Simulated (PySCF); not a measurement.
An unknown is described by computed data only.

Elements present: C, H, O, S and Si. Monoisotopic mass: 93.9909 u.

- Dipole: 2.11 D [B3LYP/def2-SVPD]
- Valence photoelectron: vertical ionisation energy: 9.22 eV [ΔSCF B3LYP/def2-SVPD]
- Rotational structure: rotational constants A, B, C: 10.678, 2.379, 2.126 GHz [PBE0-D3(BJ)/def2-SVP]
- 13C NMR: chemical shifts (computed TMS as zero) by class: 15.5 (1 C) ppm [GIAO KT3/pcSseg-2]
- NMR, other nuclei: isotropic shieldings of nuclei other than C and H, by class: 275 (1 O), 361 (1 Si), 649 (1 S) ppm [GIAO KT3/pcSseg-2]
- UV, strongest line: among the 10 lowest singlet transitions: S10 at 7.52 eV (165 nm, f = 0.042) [TDDFT B3LYP/def2-SVPD]
- Triplet: lowest triplet excitation (Tamm–Dancoff): 4.94 eV [TDA B3LYP/def2-SVPD]
- UV, first state: lowest singlet excitation: 5.25 eV (236 nm, f = 0.007) [TDDFT B3LYP/def2-SVPD]
- Polarisability: 66.3 au [B3LYP/def2-SVPD]
- 1H NMR: chemical shifts (computed TMS as zero) by class: 5.46 (2 H), 2.04 (3 H), 0.83 (1 H) ppm [GIAO KT3/pcSseg-2]

The electronic properties come from PySCF, for the isolated species, density fitting. Levels stand in brackets. The structure is a single PBE0-D3(BJ)/def2-SVP conformer in the gas phase; no vibrational or solvent corrections. NMR values are class means; diastereotopic atoms form classes of their own.

**Question.** Which formula fits the mass and the elements?

**Answer.** CH6OSSi (calculated 93.9909). No other formula that holds each of these elements comes within 0.0003 u with a fitting electron parity and a possible valence count.

**Question.** What is the compound? Reason from the data.

**Answer.** Numbering: `[CH3:1][S:2][SiH2:3][OH:4]`. Its formula, CH6OSSi, gives 0 degrees of unsaturation, so no ring and no π bond. The one carbon: S-methyl carbon [C1] (15.5 ppm). Hydrogen classes from least to most shielded: 2 H on an oxygen-bound silicon, Si3 (5.46 ppm), 3 H on an S-methyl carbon, C1 (2.04 ppm), 1 H on a silanol oxygen, O4 (0.83 ppm). The other shieldings belong to: 275 ppm, silanol oxygen [O4]; 361 ppm, oxygen-bound silicon [Si3]; 649 ppm, sulfur bonded to C and Si [S2]. S1 is mainly HOMO→LUMO (weight 0.95); the largest Löwdin shares of the orbital it empties are 0.70 on the sulfur bonded to C and Si, 0.11 on the S-methyl carbon and 0.09 on the oxygen-bound silicon, of the orbital it fills 0.29 on the sulfur bonded to C and Si, 0.24 on the oxygen-bound silicon, 0.13 on the silanol oxygen and 0.09 on the S-methyl carbon. The optimised geometry has point group C1 and is an asymmetric top. Structure: `CS[SiH2]O`. The assignments are read from this structure; whether some other isomer fits the data as well wasn't checked.

Conformer computed: `[CH3:1][S:2][SiH2:3][OH:4]`: C1–S2–Si3–O4 -145°, H–O4–Si3–S2 50°.
